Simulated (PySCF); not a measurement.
## Electron correlation in Ga¹⁸⁺ (gallium, charge +18)

[Ne] 3s2 3p1, 2P determinant. Computed with PySCF 2.14 in an uncontracted even-tempered set (18 s from 1.4 bohr⁻², ratio 2.5; 12 p from 1.8 bohr⁻², ratio 2.5; 5 d from 8.7 bohr⁻², ratio 2.7; 4 f from 13 bohr⁻², ratio 2.7), with scalar relativity by spin-free X2C-1e. Frozen: 1s2; 11 electrons correlated; the 22 highest virtual orbitals of each spin left out.

| level | correlation energy (mhartree) |
| --- | --- |
| CCSD | -458.16 |
| (T) | -2.14 |
| CCSD(T) | -460.30 |

Diagnostics: T1 = 0.0019, D1 = 0.0081, largest double amplitude 0.081.

Spin-orbit coupling, absent here, splits the open shell strongly.

Cost of the coupled-cluster step: about 25 core-seconds, for 11 correlated electrons.

Iterations:

```
CC2 = 0
CCSD nocc = (np.int64(6), np.int64(5)), nmo = (84, 84)
frozen orbitals [[0, 85, 86, 87, 88, 89, 90, 91, 92, 93, 94, 95, 96, 97, 98, 99, 100, 101, 102, 103, 104, 105, 106], [0, 85, 86, 87, 88, 89, 90, 91, 92, 93, 94, 95, 96, 97, 98, 99, 100, 101, 102, 103, 104, 105, 106]]
max_cycle = 100
direct = 0
conv_tol = 1e-08
conv_tol_normt = 1e-06
diis_space = 8
diis_start_cycle = 0
Init t2, MP2 energy = -0.432888719608835
Init E_corr(UCCSD) = -0.432888719609192
cycle = 1  E_corr(UCCSD) = -0.450152163248955  dE = -0.0172634436  norm(t1,t2) = 0.0267498
cycle = 2  E_corr(UCCSD) = -0.455463524348028  dE = -0.0053113611  norm(t1,t2) = 0.00937438
cycle = 3  E_corr(UCCSD) = -0.458173199310977  dE = -0.00270967496  norm(t1,t2) = 0.00340649
cycle = 4  E_corr(UCCSD) = -0.458155996190508  dE = 1.72031205e-05  norm(t1,t2) = 0.000171099
cycle = 5  E_corr(UCCSD) = -0.458157446010888  dE = -1.44982038e-06  norm(t1,t2) = 1.02221e-05
cycle = 6  E_corr(UCCSD) = -0.45815710278695  dE = 3.43223937e-07  norm(t1,t2) = 1.08102e-06
cycle = 7  E_corr(UCCSD) = -0.458157117519337  dE = -1.47323863e-08  norm(t1,t2) = 1.96396e-07
cycle = 8  E_corr(UCCSD) = -0.458157121178592  dE = -3.65925545e-09  norm(t1,t2) = 2.07798e-08
UCCSD converged
E(UCCSD) = -1766.828496223659  E_corr = -0.458157121178592
UCCSD(T) correction = -0.00213624288266995
```

At this charge the one-electron X2C treatment keeps the bare 1/r₁₂, with no two-electron picture change or Breit term. The effect here is smaller than on the frozen 1s shell; and a scalar Hamiltonian misses the large spin-orbit splitting of the p shells, which matters for ns² → np² pairs.
